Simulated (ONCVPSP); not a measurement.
## holmium (Ho) ONCV: all-electron and pseudo phase curves

```
Element                 : holmium (Ho)
Generator               : ONCVPSP 4.0.1
Type                    : optimised norm-conserving Vanderbilt (ONCV)
Functional              : revPBE
Relativity              : non-relativistic
Frozen core             : [Kr] 4d10 5s2
Valence charge          : 19
Reference configuration : 4f11 5p6 6s2
Partial waves           : 6s: rc 4.00 bohr, ncon 4, nbas 8, qcut 1.7 1/bohr, 2 projectors, debl 1.9 Ha; 5p: rc 1.80 bohr, ncon 4, nbas 7, qcut 6.7 1/bohr, 2 projectors, debl 3.9 Ha; d scattering state at 0.02 Ha: rc 3.90 bohr, ncon 4, nbas 8, qcut 2.8 1/bohr, 2 projectors, debl 1 Ha; 4f: rc 1.00 bohr, ncon 4, nbas 9, qcut 18 1/bohr, 2 projectors, debl 1.3 Ha
Local potential         : polynomial inside 0.80 bohr (lpopt 5, dvloc0 1 Ha)
Core correction         : Teter function, fcfact 5.25, rcfact 1.55
```

In the d channel the program set the typed energies aside and used -0.063, 0.937 Ha.

The phase is arctan(r·R′/R) of the radial function R(r), unwrapped; energies in Ha, scanned from -2 to 5 Ha. A pole is an energy at which the radial function vanishes at the test radius. The pseudo phase is shifted by a multiple of π to meet the all-electron one at the reference energy, and phase errors are pseudo minus all-electron; the curves can meet again beyond the range given. Levels narrower than the energy grid can be missing from the lists of poles. Where the grid stepped over a known ghost or core level, its pole and its step of π were put in at the level’s energy.

Problem. For each channel, where are the poles, and over which energies does the pseudopotential scatter like the atom?

Solution.

```csv
channel,radius (bohr),reference energy (Ha),"poles, all-electron","poles, pseudo",unbroken range about the reference energy with phases within 0.05 rad,phase error 1 Ha above the reference energy (rad)
s,4.07,-0.13,"-1.58, 0.28, 2.08, 4.74","0.27, 2.04, 2.86",-1.6 to 0.7,-0.253
p,1.82,-0.91,0.32,0.33,the whole range,+0.001
d,3.97,-0.06,"0.05, 1.31, 3.42","0.05, 1.27, 1.67",below 1.4,-0.000
f,1.02,-0.26,1.33,1.33,the whole range,+0.000
```

Note: ghosts flagged at negative energy: s at -411.7 eV, s at -31.7 eV, p at -8.4 eV (a further GHOST(-) flag falls on a real empty level of the atom); GHOST(+) flagged for d at 41.1 eV, s at 65.1 eV, d at 263.3 eV. A true bound ghost makes a file unfit for plane-wave use.

Phases in the d channel:

| E (Ha) | all-electron | pseudo |
| --- | --- | --- |
| -1.98 | 1.424 | 1.424 |
| -1.80 | 1.416 | 1.416 |
| -1.62 | 1.406 | 1.406 |
| -1.44 | 1.394 | 1.394 |
| -1.26 | 1.379 | 1.379 |
| -1.08 | 1.360 | 1.359 |
| -0.90 | 1.333 | 1.333 |
| -0.72 | 1.295 | 1.295 |
| -0.54 | 1.231 | 1.231 |
| -0.36 | 1.091 | 1.090 |
| -0.18 | 0.419 | 0.418 |
| 0.00 | -1.424 | -1.424 |
| 0.18 | -1.807 | -1.808 |
| 0.36 | -2.311 | -2.321 |
| 0.54 | -3.812 | -3.826 |
| 0.72 | -4.387 | -4.389 |
| 0.90 | -4.555 | -4.556 |
| 1.08 | -4.640 | -4.641 |
| 1.26 | -4.699 | -4.709 |
| 1.44 | -4.749 | -4.972 |
| 1.62 | -4.805 | -7.834 |
| 1.80 | -4.887 | -7.894 |
| 1.98 | -5.074 | -7.936 |
| 2.16 | -6.035 | -7.983 |
| 2.34 | -7.399 | -8.047 |
| 2.52 | -7.639 | -8.154 |
| 2.70 | -7.726 | -8.394 |
| 2.88 | -7.774 | -9.182 |
| 3.06 | -7.806 | -10.265 |
| 3.24 | -7.832 | -10.613 |
| 3.42 | -7.854 | -10.745 |
| 3.60 | -7.875 | -10.814 |
| 3.78 | -7.898 | -10.856 |
| 3.96 | -7.926 | -10.885 |
| 4.14 | -7.965 | -10.907 |
| 4.32 | -8.033 | -10.924 |
| 4.50 | -8.199 | -10.938 |
| 4.68 | -9.120 | -10.949 |
| 4.86 | -10.550 | -10.959 |
